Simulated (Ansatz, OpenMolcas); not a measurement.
**CH3Cl3Si (methyltrichlorosilane): the vertical ionisation energy from total energies**

CH3Cl3Si: 8 atoms, total charge 0, spin state singlet. SMILES: `C[Si](Cl)(Cl)Cl`. The coordinates come from a PBE0-D4/def2-TZVP relaxation.

```xyz
8

C    -0.7289   -0.2796    0.6861
Si    0.5689    0.1979   -0.5287
Cl    2.3604   -0.6400   -0.0336
Cl    0.0659   -0.4295   -2.4022
Cl    0.8012    2.2230   -0.5738
H    -0.8445   -1.3652    0.7008
H    -0.4483    0.0611    1.6848
H    -1.6826    0.1752    0.4108
```

Both states at this one shape; open shells run unrestricted unless said. 1 Eh = 27.2114 eV.

| level | program | singlet CH3Cl3Si (Eh) | doublet CH3Cl3Si+ (Eh) | HOMO of the first (eV) |
| --- | --- | --- | --- | --- |
| TPSS/cc-pVDZ | OpenMolcas | -1710.267174 | -1709.874566 | -7.76 |
| B3LYP/cc-pVDZ | Ansatz | -1710.238253 | -1709.833822 | -8.73 |
| HSE06/cc-pVDZ | Ansatz | -1709.532211 | -1709.122940 | -8.69 |

Problem. Work out the vertical ionisation energy at each level.

Solution. 
1. TPSS/cc-pVDZ: -1709.874566 − (-1710.267174) = 0.392608 Eh = 10.68 eV; −ε(HOMO) = 7.76 eV.
2. B3LYP/cc-pVDZ: -1709.833822 − (-1710.238253) = 0.404431 Eh = 11.01 eV; −ε(HOMO) = 8.73 eV.
3. HSE06/cc-pVDZ: -1709.122940 − (-1709.532211) = 0.409271 Eh = 11.14 eV; −ε(HOMO) = 8.69 eV.

No measured value is set beside it here; the levels span 10.68 to 11.14 eV. In semi-local functionals −ε(HOMO) lies far under the ionisation energy, a result of self-interaction, while the difference of totals does much better.
